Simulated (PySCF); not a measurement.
Ligand exchange on a metal centre used in film growth or etching (Mo OH-NH2). Gas-phase values, no solvent. One relaxed conformer stands for each flexible species; it need not be the lowest.

Calculation: TPSSh-D3(BJ)/def2-TZVP // TPSS-D3(BJ)/def2-SVP (PySCF). All candidates: neutral, multiplicity 1. 

The HOMO is -5.62 eV and the HOMO–LUMO gap comes out as 3.59 eV. The LUMO is -2.03 eV.

**Question.** Identify which member has these values.
A) [Mo(OH)4(NH2)2]
B) [Mo(OH)5(NH2)]
C) [Mo(OH)(NH2)5]
D) [Mo(NH2)6]

**Answer.** D, [Mo(NH2)6]. The others give [Mo(OH)(NH2)5]: -5.61 eV, 3.16 eV, -2.45 eV; [Mo(OH)4(NH2)2]: -6.73 eV, 3.46 eV, -3.27 eV; [Mo(OH)5(NH2)]: -7.03 eV, 3.44 eV, -3.59 eV
